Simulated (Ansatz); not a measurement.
Frontier orbitals of `CN[Si](F)(F)Cl`.

```xyz
10

C     0.960   -1.052   -0.133
N     0.495    0.246    0.313
Si   -1.029    0.894    0.086
F    -2.174    0.216    0.941
F    -0.981    2.408    0.531
Cl   -1.645    0.739   -1.839
H     1.039   -1.770    0.689
H     0.263   -1.461   -0.867
H     1.934   -0.972   -0.622
H     1.138    0.752    0.901
```

Total charge 0; spin multiplicity 1. Geometry: relaxed with PBE0-D4/def2-TZVP. It is one conformer, not always the lowest. Basis def2-TZVPP, the Gaussian-basis code of Ansatz.

Orbital energies of one run (eV). Highest occupied ones, from the top: -7.94, -9.98, -10.05, -11.04, -11.90, -12.50, -12.76, -12.82, -13.09, -13.81, -14.03, -14.64, -15.08, -16.55. Empty: 1.00, 1.77, 2.37, 2.72, 2.81, 3.56.

(1) Which functional gave them?
A. revPBE
B. ωB97M-V
C. r2SCAN0
D. B97M-V

Answers

(1) C. HOMO energies: r2SCAN0 -7.94, revPBE -6.21, B97M-V -6.68, ωB97M-V -10.09 eV.
